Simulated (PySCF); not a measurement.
C₅H₁₂Te (SMILES C[Te]C(C)(C)C), singlet, at a GFN2-xTB geometry (core potentials on Te). Base run: DF-R2SCAN/def2-SV(P) (PySCF).

Input for PySCF:
```python
from pyscf import gto, scf, dft

mol = gto.Mole()
mol.atom = '''
    Te   -0.251068    0.505871    0.736246
    C    -0.596440    2.038333   -0.756707
    H    -1.008305    2.899197   -0.246492
    H    -1.305635    1.694790   -1.499592
    H     0.331338    2.322662   -1.237676
    C     0.428001   -1.058438   -0.670138
    C    -0.702185   -1.428026   -1.615259
    C     1.629705   -0.561768   -1.454711
    C     0.815150   -2.259603    0.177565
    H    -0.379546   -2.219776   -2.292711
    H    -1.001547   -0.574079   -2.219352
    H    -1.569668   -1.785454   -1.063566
    H     1.367068    0.297672   -2.067702
    H     2.441454   -0.279198   -0.786903
    H     1.993036   -1.347527   -2.118381
    H     1.620415   -2.007244    0.864648
    H    -0.033214   -2.614237    0.759702
    H     1.154766   -3.075090   -0.461279
'''
mol.basis = 'def2-sv(p)'
mol.ecp = {'Te': 'def2-sv(p)'}
mol.charge = 0
mol.spin = 0
mol.verbose = 4
mol.max_memory = 1800
mol.build()

mf = dft.RKS(mol)
mf.xc = 'r2scan'
mf = mf.density_fit(auxbasis='def2-universal-jkfit')
mf.kernel()
```

The job was repeated with other settings on one machine. Differences are taken from the largest basis of the def2 family in the series, which isn't the basis-set limit (def2-TZVPP: -4.814 eV). The cheapest run took about 50 core-seconds (a rough figure).

```json
[
 {"setting": "def2-SV(P)", "basis functions": "120", "cost, times the cheapest (rough)": "1", "difference in HOMO energy (eV)": "0.114"},
 {"setting": "def2-SVP", "basis functions": "156", "cost, times the cheapest (rough)": "1", "difference in HOMO energy (eV)": "0.114"},
 {"setting": "def2-TZVP", "basis functions": "277", "cost, times the cheapest (rough)": "3", "difference in HOMO energy (eV)": "0.001"},
 {"setting": "def2-TZVPP", "basis functions": "373", "cost, times the cheapest (rough)": "4", "difference in HOMO energy (eV)": "reference"}
]
```

Times come from a shared machine, hold the start-up and are rough.
